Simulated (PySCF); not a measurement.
C6H6NO2P.
Z-matrix (Å and degrees, PBE0-D3(BJ)/def2-SVP geometry), rows numbered from 1:
```
C 
O   1  1.4151
C   2  1.3310  1  118.42
N   3  1.3223  2  118.17  1     0.40
C   4  1.3244  3  121.80  2  -179.99
P   5  1.7512  4  129.31  3     0.11
C   6  1.7407  5   97.00  4    -0.14
C   7  1.3874  6  126.04  5    -0.01
C   8  1.4888  3  120.73  2    -0.19
O   9  1.2059  8  123.10  3   179.91
H   1  1.0997  2  111.09  3   -60.92
H   1  1.0965  2  105.72  3   179.33
H   1  1.0996  2  111.02  3    59.63
H   5  1.0999  4  114.38  3  -179.86
H   7  1.0972  6  119.13  5  -179.93
H   9  1.1130  8  115.41  3    -0.14
```

The closed-shell ground state was solved at several levels (PySCF, density fitting, gas phase, non-relativistic).

| level | basis functions | total energy (Eh) | HOMO (eV) | LUMO (eV) | gap (eV) | dipole (D) |
| --- | --- | --- | --- | --- | --- | --- |
| PBE/pcSseg-1 | 207 | -778.0617 | -5.97 | -3.29 | 2.68 | 3.48 |
| B3LYP/def2-SVPD | 258 | -778.3879 | -6.96 | -2.70 | 4.26 | 3.46 |

(1) Estimate the row for PBE0/pcSseg-1, a basis of 207 functions; the other rows only guide the guess.

(2) Over all these levels, which gives the widest orbital gap and which the narrowest?

(3) How far do the dipole and the HOMO energy spread over the levels?

## Answers

(1) Total energy -778.0870 Eh, HOMO -7.16 eV, LUMO -2.45 eV, gap 4.71 eV, dipole 3.52 D.

(2) PBE0/pcSseg-1 (global hybrid, 25 % exact exchange) has the widest, 4.71 eV, and PBE/pcSseg-1 (GGA) the narrowest, 2.68 eV. The two share the basis. From the narrowest to the widest the HOMO moves by -1.19 eV and the LUMO by +0.84 eV.

(3) The dipole runs from 3.46 to 3.52 D (mean 3.49 D) and the HOMO from -7.16 to -5.97 eV.

One conformer stands for the species.
